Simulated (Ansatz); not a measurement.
An input meant for the cluster InGa₂ (charge 0, doublet; atoms displaced at random, 0.08 Å in each coordinate).

```yaml
crystal:
  periodic: [false, false, false]
  atoms:
    - {symbol: Ga, position_ang: [1.370503, 0.056431, 0.543777]}
    - {symbol: Ga, position_ang: [-0.454588, 1.165416, -0.780838]}
    - {symbol: In, position_ang: [-1.152514, -1.174487, 0.292337]}
basis:
  gaussian: {orbitals: def2-mTZVP}
total_charge: 3
magnetization: {spin_polarized: true, initial_magnetization: 0}
hamiltonian: {xc: {name: revPBE}, dispersion: d4}
scf: {omitted_lower_state_checks: [starts]}
output: {forces: true}
```

```sh
$ ansatz run in.yaml --threads 4 --pin off --events-out ev --progress --plain --max-ram 3916MiB
```

Output, abridged:

```
Functional definition: revPBE
1114 factors; their error is unknown
mean field evaluation 1: about -109884.5416 eV, gradient 2.2e1 eV
mean field evaluation 2: about -109883.1303 eV, gradient 2.4e1 eV
mean field evaluation 4: about -109888.6633 eV, gradient 2.7e0 eV
mean field evaluation 8: about -109888.6960 eV, gradient 1.4e-1 eV
mean field evaluation 16: about -109888.6725 eV, gradient 3.7e-5 eV
mean field -109888.67249400 eV, -4038.3342289372 hartree, gradient 3.7e-5 eV, S^2 0.000000; 0 other end points of the search recorded, 0 dependent functions left out
reference -109888.67254423 eV, -4038.3342307831 hartree; 40, 40 occupied and 68, 68 virtual orbitals, 1114 factors
Total energy: -109888.81514347 eV, -4038.3394712083 hartree
Atom 0 at     1.370503     0.056431     0.543777 Å, force     3.495555    -0.343074     1.519135 eV/Å
Atom 1 at    -0.454588     1.165416    -0.780838 Å, force    -1.193307     3.404516    -2.397464 eV/Å
Atom 2 at    -1.152514    -1.174487     0.292337 Å, force    -2.302248    -3.061441     0.878330 eV/Å
Dipole moment:     0.351861     0.331309    -0.056176 e Å
Checks for a lower state left out: starts
```

In this input the charge is far from what the species holds (3 typed, 0 meant). The run converged. The result belongs to that input, not to the species as meant.

In the def2 sets In takes a core potential; there is no spin–orbit coupling.
